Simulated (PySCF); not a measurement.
# Excitation energy of Se by level of theory

Se [Ar] 3d10 4s2 4p4 (3P) → Se [Ar] 3d10 4s1 4p5 (3P), as a difference of total energies. Computed with PySCF 2.14 in aug-cc-pwCVDZ-PP with ECP10MDF (6s5p4d1f, 48 functions), with scalar relativity through the core potential. Correlated levels: valence: 3s2 3p6 3d10 frozen; valence and next inner shell: nothing frozen outside the core potential. The calculations carry no spin-orbit coupling.

```json
{"method": "UHF", "excitation energy (cm⁻¹)": "94608"}
{"method": "LDA", "excitation energy (cm⁻¹)": "87611"}
{"method": "PBE", "excitation energy (cm⁻¹)": "86605"}
{"method": "PBE0", "excitation energy (cm⁻¹)": "88855"}
{"method": "r2SCAN", "excitation energy (cm⁻¹)": "87848"}
{"method": "B97-3", "excitation energy (cm⁻¹)": "88480"}
{"method": "B2PLYP", "excitation energy (cm⁻¹)": "87963"}
{"method": "BLYP", "excitation energy (cm⁻¹)": "87073"}
{"method": "PBEsol", "excitation energy (cm⁻¹)": "86674"}
{"method": "MP2 (valence)", "excitation energy (cm⁻¹)": "86948"}
{"method": "SCS-MP2 (valence)", "excitation energy (cm⁻¹)": "85864"}
{"method": "MP2 (valence and next inner shell)", "excitation energy (cm⁻¹)": "87978"}
{"method": "SCS-MP2 (valence and next inner shell)", "excitation energy (cm⁻¹)": "86646"}
```

The upper state lies above the first ionisation limit, where it may autoionise and the basis confines it.
